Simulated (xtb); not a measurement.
COS, singlet, at a GFN2-xTB geometry; GFN1-xTB run with xtb 6.7.1.

xtb was given this input:
```
$ xtb mol.xyz --gfn 1 --opt --json

# file mol.xyz
3

O     -0.00000000    -0.00000000    -1.66686897
C     -0.00000000    -0.00000000    -0.51282480
S      0.00000000     0.00000000     1.02574379
```

It wrote (shortened):

```
   ID    Z sym.   atoms
    1    8 O      1
    2    6 C      2
    3   16 S      3

           -------------------------------------------------
          |                Calculation Setup                |
           -------------------------------------------------

           -------------------------------------------------
          |                 G F N 1 - x T B                 |
           -------------------------------------------------

          ...................................................
          :                      SETUP                      :
          :.................................................:
          :  # basis functions                  18          :
          :  # atomic orbitals                  17          :
          :  # shells                            7          :
          :  # electrons                        16          :
          :  # halogen bonds                     0          :
          :  max. iterations                   250          :
          :  Hamiltonian                  GFN1-xTB          :
          :  restarted?                      false          :
          :  GBSA solvation                  false          :
          :  PC potential                    false          :
          :  electronic temp.          300.0000000     K    :
          :  accuracy                    1.0000000          :
          :  -> integral cutoff          0.2500000E+02      :
          :  -> integral neglect         0.1000000E-07      :
          :  -> SCF convergence          0.1000000E-05 Eh   :
          :  -> wf. convergence          0.2000000E-04 e    :
          :  Broyden damping             0.4000000          :
          :  net charge                          0          :
          :  unpaired electrons                  0          :
          ...................................................

 iter      E             dE          RMSdq      gap      omega  full diag
   1    -10.4673522 -0.104674E+02  0.858E+00    6.37       0.0  T
   2    -10.5156408 -0.482886E-01  0.731E+00    4.67       1.0  T
   3    -10.6000778 -0.844370E-01  0.328E+00    5.46       1.0  T
   4    -10.5954968  0.458102E-02  0.193E+00    5.06       1.0  T
   5    -10.6065570 -0.110602E-01  0.214E-01    5.22       1.0  T
   6    -10.6067352 -0.178172E-03  0.136E-02    5.25       4.2  T
   7    -10.6067354 -0.213092E-06  0.670E-03    5.25       8.6  T
   8    -10.6067355 -0.151708E-06  0.225E-04    5.25     256.4  T
   9    -10.6067355 -0.134886E-09  0.115E-05    5.25    5020.0  T
  10    -10.6067355 -0.367706E-12  0.208E-06    5.25   27711.7  T

   *** convergence criteria satisfied after 10 iterations ***

         :::::::::::::::::::::::::::::::::::::::::::::::::::::
         ::                     SUMMARY                     ::
         :::::::::::::::::::::::::::::::::::::::::::::::::::::
         :: total energy             -10.498148781369 Eh    ::
         :: gradient norm              0.010758196396 Eh/a0 ::
         :: HOMO-LUMO gap              5.252009967053 eV    ::
         ::.................................................::
         :: SCC energy               -10.606735515131 Eh    ::
         :: -> electrostatic           0.039054597596 Eh    ::
         :: repulsion energy           0.109188227964 Eh    ::
         :: dispersion energy         -0.000601494202 Eh    ::
         :: halogen bond corr.         0.000000000000 Eh    ::
         :: add. restraining           0.000000000000 Eh    ::
         :: total charge               0.000000000000 e     ::
         :::::::::::::::::::::::::::::::::::::::::::::::::::::

      -----------------------------------------------------------
     |                   =====================                   |
     |                        A N C O P T                        |
     |                   =====================                   |
     |               Approximate Normal Coordinate               |
[...]
 * total energy  :   -10.4981488 Eh     change       -0.3019807E-13 Eh
 * total energy  :   -10.4981827 Eh     change       -0.3388182E-04 Eh
 * total energy  :   -10.4981828 Eh     change       -0.1140494E-06 Eh
   *** GEOMETRY OPTIMIZATION CONVERGED AFTER 3 ITERATIONS ***
[...]

         :::::::::::::::::::::::::::::::::::::::::::::::::::::
         ::                     SUMMARY                     ::
         :::::::::::::::::::::::::::::::::::::::::::::::::::::
         :: total energy             -10.498182777242 Eh    ::
         :: gradient norm              0.000127215829 Eh/a0 ::
         :: HOMO-LUMO gap              5.226938147581 eV    ::
         ::.................................................::
         :: SCC energy               -10.604573035984 Eh    ::
         :: -> electrostatic           0.039195082105 Eh    ::
         :: repulsion energy           0.106991694456 Eh    ::
         :: dispersion energy         -0.000601435714 Eh    ::
         :: halogen bond corr.         0.000000000000 Eh    ::
         :: add. restraining           0.000000000000 Eh    ::
         :: total charge               0.000000000000 e     ::
         :::::::::::::::::::::::::::::::::::::::::::::::::::::

           -------------------------------------------------
          |                Property Printout                |
           -------------------------------------------------

    * Orbital Energies and Occupations

         #    Occupation            Energy/Eh            Energy/eV
      -------------------------------------------------------------
         1        2.0000           -0.9115837             -24.8055
         2        2.0000           -0.8553380             -23.2749
         3        2.0000           -0.6844564             -18.6250
         4        2.0000           -0.6502965             -17.6955
         5        2.0000           -0.6502965             -17.6955
         6        2.0000           -0.5853051             -15.9270
         7        2.0000           -0.4806062             -13.0780
         8        2.0000           -0.4806062             -13.0780 (HOMO)
         9                         -0.2885198              -7.8510 (LUMO)
        10                         -0.2885198              -7.8510
        11                         -0.1746033              -4.7512
        12                         -0.0747641              -2.0344
        13                         -0.0747641              -2.0344
        14                          0.0020143               0.0548
        15                          0.0020143               0.0548
        16                          0.3699826              10.0677
        17                          1.2525645              34.0840
      -------------------------------------------------------------
                  HL-Gap            0.1920864 Eh            5.2269 eV
             Fermi-level           -0.3845630 Eh          -10.4645 eV

  Mulliken/CM5 charges         n(s)   n(p)   n(d)
     1O    -0.37509 -0.41854   1.722  4.653  0.000
     2C     0.49854  0.56218   1.025  2.476  0.000
     3S    -0.12346 -0.14364   1.904  4.225 -0.006

Wiberg/Mayer (AO) data.
largest (>0.10) Wiberg bond orders for each atom

 ---------------------------------------------------------------------------
     #   Z sym  total        # sym  WBO       # sym  WBO       # sym  WBO
 ---------------------------------------------------------------------------
     1   8 O    2.276 --     2 C    1.913     3 S    0.362
     2   6 C    3.889 --     3 S    1.976     1 O    1.913
     3  16 S    2.338 --     2 C    1.976     1 O    0.362
 ---------------------------------------------------------------------------

Topologies differ in total number of bonds
Writing topology from bond orders to xtbtopo.mol

 dipole moment from electron density (au)
     X       Y       Z
   0.0000  -0.0000   0.6490  total (Debye):    1.650

optimized geometry written to: xtbopt.xyz

           -------------------------------------------------
          | TOTAL ENERGY              -10.498182777242 Eh   |
          | GRADIENT NORM               0.000127215829 Eh/α |
          | HOMO-LUMO GAP               5.226938147581 eV   |
           -------------------------------------------------
```
